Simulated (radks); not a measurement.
Q: All-electron atom: Cr3+ in [Ar] 3d3. Calculated with a radial shooting solver on a logarithmic mesh with Libxc functionals: non-relativistic Kohn-Sham, SCAN, spin-polarised, spherical densities, point nucleus; open shells are filled with parallel spins first; meta-GGA in the generalised Kohn-Sham scheme. Some entries of the table are withheld. Estimate them.

orbital  occ.  eigenvalue (eV)  <1/r> (bohr^-1)
1s down     1        -5895.594            23.51
1s up       1        -5895.575            23.51
2s up       1        -707.4924            4.993
2s down     1        -705.5340            5.003
2p up       3              (1)            4.922
2p down     3              (2)            4.932
3s up       1        -115.9413            1.571
3s down     1        -111.3467            1.561
3p up       3         -86.7939            1.455
3p down     3         -82.2747            1.444
3d up       3         -40.6959              (3)

A: 
(1) 2p up eigenvalue (eV): -605.6873
(2) 2p down eigenvalue (eV): -604.2478
(3) 3d up <1/r> (bohr^-1): 1.176
